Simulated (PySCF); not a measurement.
# Ho²⁺ (holmium, charge +2) across methods

[Xe] 4f10 5d1, one real determinant (an excited configuration). All numbers are calculated (PySCF 2.14, scalar relativity by spin-free X2C-1e, in cc-pVDZ-X2C).

```tsv
method	E (hartree)	mean ε 4f α (eV)	mean ε 4f β (eV)	mean ε 5d α (eV)	Σ⟨r²⟩ (bohr²)	⟨S²⟩
r2SCANh	-12615.16	-26.114	-23.289	-16.587	40.38	8.752
r2SCAN	-12615.23	-24.764	-22.108	-16.156	40.43	8.752
PBE0	-12614.85	-27.945	-24.870	-17.025	40.51	8.752
UHF	-12610.69403	-37.334	-32.870	-19.814	40.39	8.753
PBE	-12614.98	-24.549	-21.890	-15.883	40.75	8.751
MN15	-12623.75	-29.086	-24.890	-17.740	40.47	8.753
TPSSh	-12614.73	-25.708	-23.083	-16.355	40.56	8.751
LDA	-12606.21	-24.836	-21.873	-15.874	40.69	8.751
```

⟨L²⟩ = 40.00 against 72 for a pure L term, so this real determinant mixes terms. Spin-orbit coupling, absent here, splits the open shell strongly.
